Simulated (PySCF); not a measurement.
SMILES Cl[SiH](Cl)C[CH2][GeH3] (C2H8Cl2GeSi) (B3LYP/def2-SVP optimised geometry):

```
14

Si    -1.435     0.372    -1.275
Cl    -3.375     0.997    -0.869
Cl    -0.764     1.298    -3.013
C     -0.343     0.885     0.164
C      1.177     0.688     0.000
Ge     1.832    -1.183     0.000
H     -1.483    -1.085    -1.537
H     -0.574     1.951     0.342
H     -0.724     0.349     1.054
H      1.528     1.165    -0.930
H      1.706     1.194     0.824
H      3.375    -1.183     0.000
H      1.323    -1.913     1.264
H      1.332    -1.951    -1.243
```

Level of theory: B3LYP/def2-TZVP (PySCF).

Q: What are the frontier orbital energies and the dipole moment?

A: HOMO-2 -8.91 eV, HOMO-1 -8.63 eV, HOMO -8.28 eV, LUMO -0.18 eV, LUMO+1 0.06 eV; dipole moment 1.91 D.

On the same geometry PBE/def2-TZVP (PySCF) gives HOMO-2 -7.80 eV, HOMO-1 -7.57 eV, HOMO -7.22 eV, LUMO -0.86 eV, LUMO+1 -0.63 eV; dipole moment 1.87 D.

Meta-Löwdin charges at B3LYP/def2-TZVP: Si1 0.87, Cl2 -0.30, Cl3 -0.30, C4 -0.44, C5 -0.37, Ge6 0.35, H7 -0.10, H8 0.13, H9 0.12, H10 0.12, H11 0.12, H12 -0.06, H13 -0.07, H14 -0.07.
